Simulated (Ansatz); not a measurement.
The inner images of a band of CH$_{5}$AlBN (9 atoms, charge 0, multiplicity 1) are given out of order.

Theory: Ansatz, RKS PBE0-D4/def2-SVP.

Initial state:

```xyz
9
Properties=species:S:1:pos:R:3
B -0.304 1.096 -1.114
N -0.191 0.250 -0.011
C 0.702 -0.966 0.144
Al -0.436 -0.466 1.599
H 0.364 0.898 -2.111
H -1.077 2.032 -1.062
H 0.465 -1.792 -0.544
H 1.779 -0.743 0.121
H -1.214 -0.356 2.960
```

Final state:

```xyz
9
Properties=species:S:1:pos:R:3
B -0.304 1.096 -1.113
N -0.193 0.249 -0.011
C 0.701 -0.966 0.143
Al -0.436 -0.467 1.600
H -1.078 2.031 -1.063
H 0.366 0.899 -2.109
H 0.467 -1.792 -0.545
H 1.778 -0.741 0.122
H -1.214 -0.355 2.961
```

Question: Put them in order from the first end to the last, with their energies above the first end.
A.
```xyz
9
Properties=species:S:1:pos:R:3
B -0.291 1.059 -1.137
N -0.339 0.144 -0.085
C 0.711 -0.919 0.185
Al -0.537 -0.502 1.566
H -1.232 1.790 -1.364
H 0.713 1.117 -1.824
H 0.575 -1.804 -0.454
H 1.753 -0.568 0.141
H -1.263 -0.366 2.954
```
B.
```xyz
9
Properties=species:S:1:pos:R:3
B -0.206 0.991 -1.149
N -0.467 0.270 0.034
C 0.690 -0.744 0.242
Al -0.706 -0.610 1.533
H -0.978 1.002 -2.084
H 0.878 1.540 -1.264
H 0.678 -1.512 -0.546
H 1.690 -0.288 0.326
H -1.490 -0.696 2.890
```
C.
```xyz
9
Properties=species:S:1:pos:R:3
B -0.180 0.940 -1.103
N -0.545 0.375 0.145
C 0.640 -0.665 0.153
Al -0.661 -0.598 1.570
H -0.755 0.628 -2.131
H 0.752 1.726 -1.162
H 0.599 -1.411 -0.656
H 1.643 -0.213 0.239
H -1.404 -0.829 2.928
```
D.
```xyz
9
Properties=species:S:1:pos:R:3
B -0.278 1.067 -1.101
N -0.217 0.377 0.120
C 0.687 -0.860 0.165
Al -0.472 -0.510 1.630
H -0.322 0.437 -2.144
H -0.212 2.270 -1.148
H 0.535 -1.587 -0.648
H 1.739 -0.542 0.205
H -1.372 -0.699 2.904
```
E.
```xyz
9
Properties=species:S:1:pos:R:3
B -0.249 1.025 -1.159
N -0.399 0.180 -0.053
C 0.709 -0.832 0.241
Al -0.645 -0.562 1.545
H -1.196 1.419 -1.801
H 0.884 1.316 -1.506
H 0.646 -1.663 -0.476
H 1.729 -0.418 0.261
H -1.389 -0.511 2.929
```

Answer: D (+0.43 eV), C (+0.75 eV), B (+0.61 eV), E (+0.28 eV), A (+0.05 eV).

Run time: 9.9 min on 1 thread of Intel(R) Xeon(R) Platinum 8259CL CPU @ 2.50GHz (Skylake/Cascade Lake) (shared host), peak memory 0.19 GiB.
